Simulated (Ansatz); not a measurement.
Geometry optimisation, Ansatz, RKS B3LYP-D4/def2-SVP.

Input:

```yaml
crystal:
  periodic: [false, false, false]
  atoms:
    - { symbol: C, position_ang: [-0.18959, -2.06916, 0.10213] }
    - { symbol: Si, position_ang: [-0.52883, -0.46964, -0.38959] }
    - { symbol: Sb, position_ang: [-0.32089, 2.06199, -0.08989] }
    - { symbol: H, position_ang: [-0.52107, -2.99676, -0.33437] }
    - { symbol: H, position_ang: [-0.99291, 2.18872, -1.66469] }
    - { symbol: H, position_ang: [-1.90961, 1.87248, 0.50899] }
basis:
  gaussian: { orbitals: def2-SVP }
hamiltonian:
  xc: b3lyp
  dispersion: d4
relax:
  f_tol: 0.015
  max_steps: 40
```

Run as:

```bash
$ ansatz run input.yaml --threads 1 --pin off --max-ram 2048MiB --backend cpu --events-out ev --progress --plain --runs-dir out
```

Question: Where does it end, and by what steps?

Answer: It converged. After 24 steps the energy has fallen by 1.580 eV; Si2 moved furthest, 1.67 Å. Joined: C1–Sb3.

```
step  energy less start (eV)  largest force component (eV/Å)  accepted
   0                  0.0000                           2.705       yes
   1                 -0.1704                           0.839       yes
   2                 -0.1804                           1.375       yes
   3                 -0.2531                           1.028       yes
   4                 -0.4028                           0.379       yes
   5                 -0.4347                           0.326       yes
   6                 -0.4458                           0.264       yes
   7                 -0.4604                           0.725       yes
   8                 -0.4628                           0.414       yes
   9                 -0.4809                           0.100       yes
  10                 -0.4866                           0.207       yes
  11                 -0.4964                           0.857       yes
  12                 -0.5736                           0.853       yes
  13                 -0.7288                           0.774       yes
  14                 -0.9847                           0.623       yes
  15                 -1.2829                           0.798       yes
  16                 -1.4528                           1.105       yes
  17                 -1.5301                           1.028       yes
  18                 -1.5423                           0.737       yes
  19                 -1.5738                           0.259       yes
  20                 -1.5761                           0.114       yes
  21                 -1.5790                           0.046       yes
  22                 -1.5790                           0.046       yes
  23                 -1.5784                           0.047        no
  24                 -1.5798                           0.005       yes
```

```xyz
6
Properties=species:S:1:pos:R:3
C -0.522 -0.995 -0.298
Si -1.256 -0.875 -1.836
Sb -0.135 1.097 0.227
H -0.169 -1.719 0.440
H -0.709 1.599 -1.343
H -1.672 1.482 0.943
```

Whether the end is a true minimum wasn't checked by a vibrational analysis.

Run time: 46 s on 1 thread of Intel(R) Xeon(R) 6975P-C (Granite Rapids), on a shared host, peak memory 0.24 GiB.
